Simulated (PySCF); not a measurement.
SMILES [CH2](C[Si](O)(O)C)[GeH3] (C3H12GeO2Si), GFN2-xTB optimised geometry.

```
19

Si    -2.51    -1.89    -2.95
C     -4.41    -1.84    -2.87
O     -1.93    -3.40    -2.89
O     -1.99    -1.29    -4.39
C     -1.74    -0.97    -1.47
C     -0.21    -1.00    -1.51
Ge     0.58    -0.02     0.00
H     -4.78    -2.41    -2.02
H     -4.85    -2.27    -3.77
H     -4.80    -0.83    -2.77
H     -1.84    -3.90    -3.70
H     -2.21    -0.40    -4.65
H     -2.08     0.07    -1.45
H     -2.08    -1.42    -0.54
H      0.13    -2.04    -1.50
H      0.14    -0.57    -2.45
H      0.15     1.42     0.00
H      0.14    -0.58     1.32
H      2.08    -0.02     0.00
```

Density from PBE0/def2-SVP (PySCF) at that geometry.

Minimum of the electron density along straight lines between bonded atoms, close to the bond critical point (lines longer than 1.1 times the sum of covalent radii, or with two minima, are not listed):

```csv
bond,length / Å,ρ at the minimum / e bohr⁻³,∇²ρ there / e bohr⁻⁵,position (fraction from the first atom)
Si1–C2,1.902,0.113,0.31,0.38
Si1–O3,1.625,0.131,1.10,0.41
Si1–O4,1.642,0.125,1.02,0.41
Si1–C5,1.902,0.115,0.31,0.38
C5–C6,1.527,0.236,-0.51,0.50
C6–Ge7,1.970,0.127,0.03,0.53
C2–H9,1.086,0.271,-0.96,0.62
C2–H10,1.086,0.271,-0.96,0.62
O3–H11,0.954,0.355,-2.46,0.82
O4–H12,0.952,0.358,-2.46,0.82
C5–H13,1.093,0.270,-0.94,0.62
C5–H14,1.091,0.271,-0.96,0.62
C6–H15,1.090,0.275,-1.00,0.63
C6–H16,1.091,0.273,-0.98,0.62
Ge7–H17,1.500,0.140,0.08,0.59
Ge7–H18,1.497,0.141,0.08,0.59
Ge7–H19,1.499,0.140,0.08,0.59
```
